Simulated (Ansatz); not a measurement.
```yaml
crystal:
  periodic: [false, false, false]
  atoms:
    - {symbol: C, position_ang: [-0.807548, 1.104029, 0.245812]}
    - {symbol: N, position_ang: [0.054672, -0.021701, -0.022268]}
    - {symbol: C, position_ang: [-0.447252, -1.253328, 0.540891]}
    - {symbol: Al, position_ang: [1.564577, 0.035750, -0.928977]}
    - {symbol: Cl, position_ang: [2.189094, 1.888318, -1.697449]}
    - {symbol: H, position_ang: [-0.924633, 1.269815, 1.325750]}
    - {symbol: H, position_ang: [-0.400712, 2.016998, -0.192650]}
    - {symbol: H, position_ang: [-1.812010, 0.946443, -0.170936]}
    - {symbol: H, position_ang: [0.226735, -2.085728, 0.320907]}
    - {symbol: H, position_ang: [-1.436332, -1.507829, 0.135419]}
    - {symbol: H, position_ang: [-0.548691, -1.184875, 1.632904]}
    - {symbol: H, position_ang: [2.419000, -1.262992, -1.155504]}
basis:
  gaussian: {orbitals: def2-mTZVPP}
hamiltonian: {xc: {name: HF}}
correlation: {method: mp2, frozen_orbitals: {C: 9}}
```

```sh
$ ansatz run in.yaml --threads 4 --pin off --events-out ev --progress --plain --max-ram 10444MiB
```

Shortened log:

```
Functional definition: HF
Error: "frozen_orbitals" has no count for N
```

Something in this input is off. What?

Frozen orbitals are typed for one element alone, and the program wants a count for each. The program refused the input.
